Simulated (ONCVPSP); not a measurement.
**Os: what ONCVPSP 4.0.1 does with a changed input**

Command:

```bash
oncvpsp.x < Os.dat > Os.out
```

Input:

```
# ATOM AND REFERENCE CONFIGURATION
# atsym  z   nc   nv     iexc    psfile
  Os 76.00   11    3  -102130      upf
#
#   n    l    f
    1    0    2.00
    2    0    2.00
    2    1    6.00
    3    0    2.00
    3    1    6.00
    3    2   10.00
    4    0    2.00
    4    1    6.00
    4    2   10.00
    4    3   14.00
    5    0    2.00
    5    1    6.00
    5    2    6.00
    6    0    2.00
#
# PSEUDOPOTENTIAL AND OPTIMIZATION
# lmax
    2
#
#   l,   rc,      ep,       ncon, nbas, qcut
    0    2.10    0.00    4    7    3.50
    1    1.75    0.00    4    8    8.00
    2    2.35    0.00    4    9    5.30
#
# LOCAL POTENTIAL
# lloc, lpopt,  rc(5),   dvloc0
    4    3    1.75    4.00
#
# VANDERBILT-KLEINMAN-BYLANDER PROJECTORs
# l, nproj, debl
    0    2    3.10
    1    2    3.60
    2    2    0.90
#
# MODEL CORE CHARGE
# icmod, fcfact, rcfact
    3    2.00    1.65
#
# LOG DERIVATIVE ANALYSIS
# epsh1, epsh2, depsh
   -3.00    5.00    0.02
#
# OUTPUT GRID
# rlmax, drl
    1.00    0.01
#
# TEST CONFIGURATIONS
# ncnf
    4
# nvcnf
#   n    l    f
    3
    5    1    6.00
    5    2    6.00
    6    0    1.00
#
    3
    5    1    6.00
    5    2    6.00
    6    0    0.00
#
    3
    5    1    6.00
    5    2    5.00
    6    0    0.00
#
    4
    5    1    6.00
    5    2    6.00
    6    0    1.00
    6    1    1.00
#
```

This is an input that runs to its end, with one change: rlmax set to 1 bohr. The unchanged file is no sound one. Note: ghosts flagged at negative energy: s at -889.1 eV; no localised positive-energy state flagged. A true bound ghost makes a file unfit for plane-wave use.

Task: How does the run end?

Result: The program refuses the input: "test_data: must have rlmax>rcmax".

```
ONCVPSP  (Optimized Norm-Conservinng Vanderbilt PSeudopotential)
scalar-relativistic version 4.0.1

test_data: must have rlmax>rcmax
ERROR: test_data found   1 ERROR; stopping
```
